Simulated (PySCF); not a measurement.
In(H)2(NEtMe) (C3H10InN), SMILES CC[N](C)[InH2].

Geometry: B3LYP-D3(BJ)/def2-SVP. The def2 effective core potentials stand for the cores of In; spin–orbit coupling is left out. One conformer was computed; it need not be the lowest.

Method: TDA-ωB97X/def2-SVPD in PySCF.

Vertical excitations. 

Computed UV-visible absorptions:
```
state  energy (eV)  λ (nm)      f                                                              main pairs
-----  -----------  ------  -----  ----------------------------------------------------------------------
S1            4.57     271  0.146                                                          HOMO→LUMO 94 %
S2            5.42     229  0.033                                      HOMO→LUMO+2 68 %, HOMO→LUMO+3 22 %
S3            5.92     210  0.000                                                        HOMO−2→LUMO 92 %
S4            5.99     207  0.013                                                        HOMO−1→LUMO 82 %
S5            6.12     203  0.006                    HOMO→LUMO+1 51 %, HOMO→LUMO+3 20 %, HOMO→LUMO+2 14 %
S6            6.69     185  0.006  HOMO→LUMO+3 38 %, HOMO→LUMO+1 20 %, HOMO→LUMO+5 14 %, HOMO→LUMO+2 13 %
S7            7.13     174  0.021                    HOMO→LUMO+5 42 %, HOMO→LUMO+6 31 %, HOMO→LUMO+1 10 %
S8            7.27     170  0.044                                                        HOMO→LUMO+4 82 %
S9            7.36     168  0.062   HOMO→LUMO+7 41 %, HOMO→LUMO+6 24 %, HOMO→LUMO+5 15 %, HOMO→LUMO+1 7 %
S10           7.70     161  0.005                    HOMO→LUMO+7 44 %, HOMO→LUMO+6 29 %, HOMO→LUMO+5 16 %
T1            3.62     342      0                                                          HOMO→LUMO 95 %
T2            5.07     245      0                                      HOMO→LUMO+2 63 %, HOMO→LUMO+3 20 %
T3            5.61     221      0                                                        HOMO−2→LUMO 93 %
T4            5.82     213      0                                                        HOMO−1→LUMO 86 %
```
Triplets are in the Tamm–Dancoff approximation.
